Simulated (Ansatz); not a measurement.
Mulliken charges of FH$_{2}$O$_{3}$Ta, SMILES `[O]=[Ta]([OH])([OH])[F]` from PBE/def2-TZVPP in Ansatz (PBE0-D4/def2-TZVP geometry).

```json
{"atom": "O1", "x (Å)": "-1.390", "y (Å)": "-1.147", "z (Å)": "0.078", "charge (e)": "-0.376"}
{"atom": "Ta2", "x (Å)": "-0.288", "y (Å)": "0.168", "z (Å)": "0.160", "charge (e)": "1.010"}
{"atom": "O3", "x (Å)": "1.225", "y (Å)": "-0.372", "z (Å)": "1.173", "charge (e)": "-0.379"}
{"atom": "O4", "x (Å)": "0.255", "y (Å)": "0.615", "z (Å)": "-1.603", "charge (e)": "-0.379"}
{"atom": "F5", "x (Å)": "-1.150", "y (Å)": "1.629", "z (Å)": "0.981", "charge (e)": "-0.298"}
{"atom": "H6", "x (Å)": "1.413", "y (Å)": "-1.202", "z (Å)": "1.611", "charge (e)": "0.211"}
{"atom": "H7", "x (Å)": "-0.004", "y (Å)": "0.241", "z (Å)": "-2.445", "charge (e)": "0.211"}
```

By hand: the dipole of these point charges (1 e Å = 4.8032 D).

Σ q r = (0.311, -0.179, -0.173) e Å, of length 0.398 e Å = 1.91 D.

How does the dipole of the full density compare? (Best estimate.)

The calculation gave: (0.390, -0.148, -0.189) e Å, 2.20 D; the point charges give 0.87 times that, at 8° from its direction.

Point charges leave out the atoms' own dipoles, such as those of lone pairs, and Mulliken's split depends on the basis, so the close match here is no proof of good charges.
